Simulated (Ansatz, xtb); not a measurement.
# Two isomers of C7H7NO

Structure a is `N#C[C@@H]1CC=CC(=O)C1`, a singlet and structure b is `N#CC[C@@H]1CC=CC1=O`, a singlet. Both are isolated molecules in the gas phase, relaxed with B3LYP-D3(BJ)/def2-SVP; the shapes shown needn't be the lowest conformers.

a (Å):

```yaml
atoms:
  - { symbol: C, position_ang: [0.8613, -0.8124, 2.0594] }
  - { symbol: C, position_ang: [0.0581, -0.0305, 1.1153] }
  - { symbol: C, position_ang: [-0.4285, -0.9002, -0.0609] }
  - { symbol: C, position_ang: [-1.1194, -0.0716, -1.1049] }
  - { symbol: C, position_ang: [-0.9472, 1.2562, -1.2334] }
  - { symbol: C, position_ang: [-0.0058, 2.0199, -0.3823] }
  - { symbol: C, position_ang: [0.8232, 1.2053, 0.6059] }
  - { symbol: N, position_ang: [1.5081, -1.4386, 2.7884] }
  - { symbol: O, position_ang: [0.1342, 3.2208, -0.4913] }
  - { symbol: H, position_ang: [-0.8332, 0.3214, 1.6647] }
  - { symbol: H, position_ang: [-1.1010, -1.6923, 0.3045] }
  - { symbol: H, position_ang: [0.4315, -1.4256, -0.5174] }
  - { symbol: H, position_ang: [-1.7910, -0.5975, -1.7914] }
  - { symbol: H, position_ang: [-1.4778, 1.8357, -1.9930] }
  - { symbol: H, position_ang: [1.7401, 0.8799, 0.0822] }
  - { symbol: H, position_ang: [1.1349, 1.8650, 1.4271] }
```

b (Å):

```yaml
atoms:
  - { symbol: C, position_ang: [-2.8574, -0.0352, -0.3953] }
  - { symbol: C, position_ang: [-1.7556, 0.3781, 0.4726] }
  - { symbol: C, position_ang: [-0.6558, -0.6857, 0.5815] }
  - { symbol: C, position_ang: [-1.0400, -2.0111, 1.2646] }
  - { symbol: C, position_ang: [0.0702, -2.2477, 2.2564] }
  - { symbol: C, position_ang: [0.9446, -1.2281, 2.3286] }
  - { symbol: C, position_ang: [0.5404, -0.1511, 1.3974] }
  - { symbol: N, position_ang: [-3.7199, -0.3993, -1.0778] }
  - { symbol: O, position_ang: [1.0173, 0.9548, 1.2800] }
  - { symbol: H, position_ang: [-2.1624, 0.6098, 1.4716] }
  - { symbol: H, position_ang: [-1.3094, 1.3099, 0.0895] }
  - { symbol: H, position_ang: [-0.2673, -0.8876, -0.4314] }
  - { symbol: H, position_ang: [-2.0110, -1.9402, 1.7875] }
  - { symbol: H, position_ang: [-1.1436, -2.8493, 0.5567] }
  - { symbol: H, position_ang: [0.1246, -3.1603, 2.8559] }
  - { symbol: H, position_ang: [1.8126, -1.1470, 2.9834] }
```

Question: Estimate E(b) − E(a) at the level CCSD(T)/def2-SVP + ΔMP2/def2-TZVPP.

Answer: Too close to call at this level: CCSD(T)/def2-SVP + ΔMP2/def2-TZVPP gives E(b) − E(a) = +0.93 kJ/mol.

How the difference moves with the method:

```json
{"level": "GFN2-xTB", "geometry": "GFN2-xTB", "E(b) − E(a) (kJ/mol)": "−2.69", "departure from the last row (kJ/mol)": "−3.62", "job, with rough time for the two": "optimisation, 0.16 s"}
{"level": "HF/STO-3G", "geometry": "GFN2-xTB", "E(b) − E(a) (kJ/mol)": "+5.16", "departure from the last row (kJ/mol)": "+4.23", "job, with rough time for the two": "single point, 0.54 s"}
{"level": "r2SCAN-D4/def2-SVP", "geometry": "GFN2-xTB", "E(b) − E(a) (kJ/mol)": "−0.01", "departure from the last row (kJ/mol)": "−0.94", "job, with rough time for the two": "single point, 5.1 s"}
{"level": "B3LYP-D3(BJ)/def2-SVP", "geometry": "B3LYP-D3(BJ)/def2-SVP", "E(b) − E(a) (kJ/mol)": "+2.95", "departure from the last row (kJ/mol)": "+2.02", "job, with rough time for the two": "optimisation, 68 s"}
{"level": "HF/def2-SVP", "geometry": "B3LYP-D3(BJ)/def2-SVP", "E(b) − E(a) (kJ/mol)": "+0.69", "departure from the last row (kJ/mol)": "−0.24", "job, with rough time for the two": "part of the CCSD(T) run"}
{"level": "MP2/def2-SVP", "geometry": "B3LYP-D3(BJ)/def2-SVP", "E(b) − E(a) (kJ/mol)": "+3.32", "departure from the last row (kJ/mol)": "+2.39", "job, with rough time for the two": "part of the CCSD(T) run"}
{"level": "CCSD(T)/def2-SVP", "geometry": "B3LYP-D3(BJ)/def2-SVP", "E(b) − E(a) (kJ/mol)": "+4.30", "departure from the last row (kJ/mol)": "+3.37", "job, with rough time for the two": "single point"}
{"level": "CCSD(T)/def2-SVP + ΔMP2/def2-TZVPP", "geometry": "B3LYP-D3(BJ)/def2-SVP", "E(b) − E(a) (kJ/mol)": "+0.93", "departure from the last row (kJ/mol)": "", "job, with rough time for the two": "single point, 2.9 min"}
```

As drawn, both hold the same kinds of bond in the same numbers. Structure a has a 6-membered ring, b a 5-membered ring.

The largest departure from CCSD(T)/def2-SVP + ΔMP2/def2-TZVPP is that of HF/STO-3G, 4.23 kJ/mol. The last row adds to CCSD(T) the change of the MP2 difference between the two basis sets, here −3.37 kJ/mol.

With thermal terms from frequencies at re-optimised GFN2-xTB minima (ideal gas, soft modes damped towards free rotors, one conformer each, 298.15 K, 1 atm): the zero-point term adds −1.63 kJ/mol; ΔH is −0.07 and ΔG −2.24 kJ/mol.

The correlated steps freeze 9 core orbitals. Codes used: Ansatz 0.2.0, xtb 6.7.1; the last row on 4 threads of Arm Neoverse V1 on a shared host.
